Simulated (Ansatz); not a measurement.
Task: Predict a relaxed structure of `Cn1cccc1-c1ccc(-c2ccc(-c3cccn3C)n2C)n1C`, charge 0, singlet, at PBE-D4/def2-SVP (Ansatz).

Result: 
```xyz
46

C    -2.361    5.249    0.804
N    -1.271    5.133   -0.144
C    -0.906    6.121   -1.031
C     0.155    5.659   -1.802
C     0.448    4.340   -1.359
C    -0.444    4.025   -0.322
C    -0.562    2.823    0.490
C    -0.749    2.678    1.874
C    -0.777    1.292    2.165
C    -0.604    0.599    0.962
C    -0.631   -0.841    0.737
C    -1.613   -1.761    1.122
C    -1.163   -3.053    0.756
C     0.096   -2.915    0.150
C     0.983   -3.920   -0.418
C     1.715   -3.916   -1.615
C     2.400   -5.157   -1.713
C     2.075   -5.892   -0.578
N     1.226   -5.142    0.206
C     0.697   -5.576    1.484
N     0.411   -1.559    0.152
C     1.692   -0.995   -0.226
N    -0.482    1.545   -0.054
C    -0.459    1.237   -1.471
H    -2.797    4.252    0.998
H    -2.026    5.673    1.775
H    -3.144    5.910    0.384
H    -1.438    7.079   -1.047
H     0.665    6.217   -2.596
H     1.248    3.687   -1.724
H    -0.801    3.502    2.593
H    -0.878    0.817    3.147
H    -2.566   -1.493    1.591
H    -1.711   -3.995    0.863
H     1.716   -3.105   -2.352
H     3.058   -5.486   -2.525
H     2.387   -6.893   -0.259
H     1.428   -6.247    1.974
H    -0.264   -6.122    1.374
H     0.521   -4.699    2.134
H     1.746   -0.760   -1.309
H     1.858   -0.062    0.347
H     2.499   -1.717    0.003
H    -1.026    2.006   -2.029
H    -0.925    0.246   -1.632
H     0.573    1.214   -1.880
```
Point group C2 (tolerance 0.1 Å). This is one stationary point.

Single mean-field runs in def2-SVP are fitted with def2-universal-jkfit.
